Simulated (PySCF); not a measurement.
CH11ClSi4, SMILES [SiH2](C[SiH]([SiH3])[SiH3])Cl.

Coordinates come from a PBE0-D3(BJ)/def2-SVP optimisation. The structure was generated by enumeration, and PubChem lists no compound with its InChIKey, so it may never have been made. The values are those of a single conformer.

Level of theory: PBE/def2-TZVP (PySCF).

Gas-phase values at a fixed geometry.

total energy: -1662.14613 hartree
highest occupied level: -6.68 eV
lowest empty level: -1.25 eV
orbital gap: 5.43 eV
dipole moment: 1.61 D
quadrupole, principal values (traceless, Buckingham form, about the centre of nuclear charge): -6.96, 1.43, 5.53 D·Å
